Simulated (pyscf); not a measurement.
HO–Si(OH)(F)–O–SiH₃ (SMILES O[Si](O)(F)O[SiH3]), singlet

Gas-phase minimum from PySCF at ωB97X-D3(BJ)/def2-SVP, one conformer. 

SMILES: O[Si](O)(F)O[SiH3]
```xyz
11

O      1.3219    -0.7891    -0.3601
Si    -0.0953    -0.0267    -0.6850
O      0.1188     0.9901    -1.9524
F     -1.1986    -1.1602    -1.0219
O     -0.6712     0.8603     0.5547
Si    -1.0560     2.4725     0.7672
H      1.2978    -1.5542     0.2232
H      0.6735     0.6982    -2.6821
H     -1.5254     2.6365     2.1680
H     -2.1363     2.8716    -0.1760
H      0.1459     3.3211     0.5386
```

Bonds (Å): O1–Si2 1.642, O1–H7 0.962, Si2–O3 1.639, Si2–F4 1.617, Si2–O5 1.630, O3–H8 0.962, O5–Si6 1.671, Si6–H9 1.487, Si6–H10 1.489, Si6–H11 1.489. Bond angles (°): Si2–O1–H7 117.9, O1–Si2–O3 109.2, O1–Si2–F4 107.7, O1–Si2–O5 114.0, O3–Si2–F4 111.3, O3–Si2–O5 107.3, F4–Si2–O5 107.4, Si2–O3–H8 118.3, Si2–O5–Si6 134.7, O5–Si6–H9 107.4, O5–Si6–H10 110.2, O5–Si6–H11 110.2, H9–Si6–H10 109.8, H9–Si6–H11 109.7 (the first ones only).

Properties at ωB97X-D3(BJ)/def2-SVP:

```
Property                                                                                                                                                                                                                                                        Result
---------------------------------------------------------------------------------------------------------------------  -----------------------------------------------------------------------------------------------------------------------------------------------
Harmonic wavenumbers, unscaled                                                                                         36, 80, 89, 162, 172, 276, 310, 331, 384, 388, 645, 739, 757, 786, 798, 878, 968, 969, 974, 1000, 1017, 1123, 2273, 2276, 2287, 3944, 3950 cm⁻¹
Zero-point energy                                                                                                                                                                                                                                        39.5 kcal/mol
Rotational symmetry number                                                                                                                                                                                                                                           1
Entropy of this conformer at 298 K and 1 atm, rigid rotor and harmonic oscillator, modes under 100 cm⁻¹ raised to 100                                                                                                                                  385.5 J/(mol K)
Dipole moment                                                                                                                                                                                                                                                   1.34 D
```

Single-point totals, which compare only within one level:

| level | total energy (hartree) |
|---|---|
| ωB97X-D3(BJ)/def2-TZVP | -908.04039 |
| PBE/def2-TZVP | -907.30572 |
| r²SCAN/def2-TZVP | -907.75257 |
| B3LYP-D3(BJ)/def2-TZVP | -908.01088 |
| PBE0-D3(BJ)/def2-TZVP | -907.37371 |
| M06-2X/def2-TZVP | -907.80309 |
| ωB97M-D3(BJ)/def2-TZVP | -908.10490 |

The lowest mode is so soft that the shape along it may change with the basis. Soft torsions are taken as harmonic, which can shift the entropy by several J/(mol K).
